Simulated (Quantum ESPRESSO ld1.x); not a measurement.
Task: All-electron atom: Tm52+ in [Ne] 3s2 3p5. Method: Dirac Kohn-Sham, LDA (Slater exchange, VWN5 correlation), spin-unpolarised, spherical densities, point nucleus; open shells are shared between the two j in proportion to 2j + 1; computed with ld1.x of Quantum ESPRESSO 7.5.

Spin-orbit splittings of the eigenvalues, e(l+1/2) - e(l-1/2), with zeta = 2 splitting/(2l+1) and mean radii in bohr:

shell  occ.  splitting (eV)  zeta (eV)  <r> j=l-1/2  <r> j=l+1/2
2p        6               ?          ?      0.06938      0.07653
3p        5           255.8      170.5       0.1924       0.2034

Estimate the 2p splitting.

Result: 997.9 eV (zeta = 665.3 eV).
